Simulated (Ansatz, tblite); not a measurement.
Cost and result up the ladder for Ge(OAc)2H2 (C4H8GeO4) (17 atoms). Total charge 0; singlet. Geometry: r2SCAN-D4/def2-SVP.

```xyz
17

Ge    0.140   -0.876    0.039
O     1.239    0.611    0.170
C     2.477    0.171    0.359
C     3.507    1.252    0.493
O     2.707   -1.029    0.416
H     4.503    0.812    0.616
H     3.261    1.886    1.358
H     3.480    1.900   -0.395
O    -1.365    0.177   -0.204
C    -2.402   -0.642   -0.339
C    -3.715    0.048   -0.551
O    -2.245   -1.854   -0.291
H    -4.521   -0.690   -0.635
H    -3.664    0.662   -1.462
H    -3.910    0.735    0.286
H     0.060   -1.555    1.394
H     0.447   -1.609   -1.255
```

Ansatz on 2 threads of AMD EPYC 7R13 on a shared host and a share (18 GiB) of an NVIDIA H100 80GB HBM3; xTB runs through tblite on one thread. Times are rough, summed over both states, and most runs start from the orbitals of an earlier one. No level here is sound enough to serve as a yardstick. The other state is a doublet.

The xTB rows come from tblite. HOMO above LUMO, or a gap near zero within one spin, warns that the state may not be the lowest or that an electron is smeared out.

Raw xTB energies of ions are shifted by several eV.

```
            level  functions  wall time  vertical IE (eV)                                     remarks
         GFN2-xTB         49    0.021 s             14.38                                           –
         GFN1-xTB         57    0.027 s             15.26                                           –
 PBE-D4/def2-TZVP        344        6 s              9.28  gap within one spin near zero (+1 doublet)
BLYP-D4/def2-TZVP        344      6.7 s              9.22  gap within one spin near zero (+1 doublet)
```
